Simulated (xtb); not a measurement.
methanol (CH$_{4}$O), singlet, from a rough starting geometry; GFN2-xTB (xtb).

Here is a job for xtb.
```
$ xtb mol.xyz --gfn 2 --opt vtight --json

# file mol.xyz
6

C     -0.15918700     0.28112968     0.03380190
O     -0.15616987    -1.07586622    -0.04180023
H     -1.21258316     0.58295565     0.04635170
H      0.79645654    -1.39194539     0.03958787
H      0.33964298     0.72843846     0.92021669
H      0.36736655     0.74511843    -0.90396048
```

It wrote (shortened):

```
   ID    Z sym.   atoms
    1    6 C      1
    2    8 O      2
    3    1 H      3-6

           -------------------------------------------------
          |                Calculation Setup                |
           -------------------------------------------------

           -------------------------------------------------
          |                 G F N 2 - x T B                 |
           -------------------------------------------------

          ...................................................
          :                      SETUP                      :
          :.................................................:
          :  # basis functions                  12          :
          :  # atomic orbitals                  12          :
          :  # shells                            8          :
          :  # electrons                        14          :
          :  max. iterations                   250          :
          :  Hamiltonian                  GFN2-xTB          :
          :  restarted?                      false          :
          :  GBSA solvation                  false          :
          :  PC potential                    false          :
          :  electronic temp.          300.0000000     K    :
          :  accuracy                    1.0000000          :
          :  -> integral cutoff          0.2500000E+02      :
          :  -> integral neglect         0.1000000E-07      :
          :  -> SCF convergence          0.1000000E-05 Eh   :
          :  -> wf. convergence          0.1000000E-03 e    :
          :  Broyden damping             0.4000000          :
          :  net charge                          0          :
          :  unpaired electrons                  0          :
          ...................................................

 iter      E             dE          RMSdq      gap      omega  full diag
   1     -8.2668433 -0.826684E+01  0.453E+00   12.71       0.0  T
   2     -8.2812340 -0.143907E-01  0.245E+00   12.43       1.0  T
   3     -8.2815941 -0.360116E-03  0.861E-01   12.38       1.0  T
   4     -8.2816738 -0.796917E-04  0.129E-01   12.35       1.0  T
   5     -8.2816777 -0.387630E-05  0.313E-02   12.39       1.3  T
   6     -8.2816790 -0.128289E-05  0.178E-02   12.38       2.3  T
   7     -8.2816794 -0.404891E-06  0.568E-03   12.38       7.2  T
   8     -8.2816794 -0.426862E-07  0.519E-04   12.38      78.6  T
   9     -8.2816794 -0.378831E-09  0.150E-04   12.38     272.5  T

   *** convergence criteria satisfied after 9 iterations ***

         :::::::::::::::::::::::::::::::::::::::::::::::::::::
         ::                     SUMMARY                     ::
         :::::::::::::::::::::::::::::::::::::::::::::::::::::
         :: total energy              -8.220397409058 Eh    ::
         :: gradient norm              0.082417884490 Eh/a0 ::
         :: HOMO-LUMO gap             12.380569541796 eV    ::
         ::.................................................::
         :: SCC energy                -8.281679382372 Eh    ::
         :: -> isotropic ES            0.022344798091 Eh    ::
         :: -> anisotropic ES          0.002482951843 Eh    ::
         :: -> anisotropic XC          0.000260499677 Eh    ::
         :: -> dispersion             -0.001176951622 Eh    ::
         :: repulsion energy           0.061281973314 Eh    ::
         :: add. restraining           0.000000000000 Eh    ::
         :: total charge              -0.000000000000 e     ::
         :::::::::::::::::::::::::::::::::::::::::::::::::::::

      -----------------------------------------------------------
     |                   =====================                   |
     |                        A N C O P T                        |
     |                   =====================                   |
     |               Approximate Normal Coordinate               |
     |                Rational Function Optimizer                |
[...]
 * total energy  :    -8.2203974 Eh     change       -0.9453771E-10 Eh
 * total energy  :    -8.2251542 Eh     change       -0.4756833E-02 Eh
 * total energy  :    -8.2260070 Eh     change       -0.8527151E-03 Eh
 * total energy  :    -8.2260981 Eh     change       -0.9117070E-04 Eh
 * total energy  :    -8.2261156 Eh     change       -0.1751321E-04 Eh
 * total energy  :    -8.2261174 Eh     change       -0.1747653E-05 Eh
 * total energy  :    -8.2261181 Eh     change       -0.6849437E-06 Eh
 * total energy  :    -8.2261184 Eh     change       -0.3062384E-06 Eh
 * total energy  :    -8.2261184 Eh     change       -0.5132993E-07 Eh
   *** GEOMETRY OPTIMIZATION CONVERGED AFTER 9 ITERATIONS ***
         :: total energy              -8.226118431640 Eh    ::
[...]
         :: -> dispersion             -0.001150704542 Eh    ::
         :: repulsion energy           0.073297666839 Eh    ::
         :: add. restraining           0.000000000000 Eh    ::
         :: total charge              -0.000000000000 e     ::
         :::::::::::::::::::::::::::::::::::::::::::::::::::::

           -------------------------------------------------
          |                Property Printout                |
           -------------------------------------------------

    * Orbital Energies and Occupations

         #    Occupation            Energy/Eh            Energy/eV
      -------------------------------------------------------------
         1        2.0000           -0.6888766             -18.7453
         2        2.0000           -0.6182306             -16.8229
         3        2.0000           -0.5675881             -15.4449
         4        2.0000           -0.5244325             -14.2705
         5        2.0000           -0.5192490             -14.1295
         6        2.0000           -0.4571186             -12.4388
         7        2.0000           -0.4158369             -11.3155 (HOMO)
         8                          0.0656415               1.7862 (LUMO)
         9                          0.1285732               3.4987
        10                          0.1696218               4.6156
        11                          0.1969063               5.3581
        12                          0.2443917               6.6502
      -------------------------------------------------------------
                  HL-Gap            0.4814784 Eh           13.1017 eV
             Fermi-level           -0.1750977 Eh           -4.7647 eV

     #   Z          covCN         q      C6AA      α(0)
     1   6 C        3.623     0.041    20.313     6.496
     2   8 O        1.655    -0.435    21.535     6.265
     3   1 H        0.925     0.056     2.242     2.342
     4   1 H        0.805     0.286     0.765     1.374
     5   1 H        0.924     0.026     2.651     2.546
     6   1 H        0.924     0.026     2.651     2.546

 Mol. C6AA /au·bohr⁶  :        216.952605
 Mol. C8AA /au·bohr⁸  :       4156.434194
 Mol. α(0) /au        :         21.568834

Wiberg/Mayer (AO) data.
largest (>0.10) Wiberg bond orders for each atom

 ---------------------------------------------------------------------------
     #   Z sym  total        # sym  WBO       # sym  WBO       # sym  WBO
 ---------------------------------------------------------------------------
     1   6 C    3.956 --     2 O    1.010     3 H    0.983     5 H    0.981
                             6 H    0.981
     2   8 O    1.956 --     1 C    1.010     4 H    0.907
     3   1 H    0.997 --     1 C    0.983
     4   1 H    0.918 --     2 O    0.907
     5   1 H    0.999 --     1 C    0.981
     6   1 H    0.999 --     1 C    0.981
 ---------------------------------------------------------------------------

Topologies differ in total number of bonds
Writing topology from bond orders to xtbtopo.mol

molecular dipole:
                 x           y           z       tot (Debye)
 q only:        0.423       0.304       0.005
   full:        0.642       0.394       0.007       1.916
molecular quadrupole (traceless):
                xx          xy          yy          xz          yz          zz
 q only:        0.694      -2.172      -0.226       0.003       0.006      -0.468
  q+dip:        1.563      -2.889      -1.708       0.007      -0.015       0.145
   full:        1.380      -2.998      -1.066       0.007      -0.004      -0.314

optimized geometry written to: xtbopt.xyz

           -------------------------------------------------
          | TOTAL ENERGY               -8.226118431640 Eh   |
          | GRADIENT NORM               0.000043355540 Eh/α |
          | HOMO-LUMO GAP              13.101695296762 eV   |
           -------------------------------------------------

normal termination of xtb
```
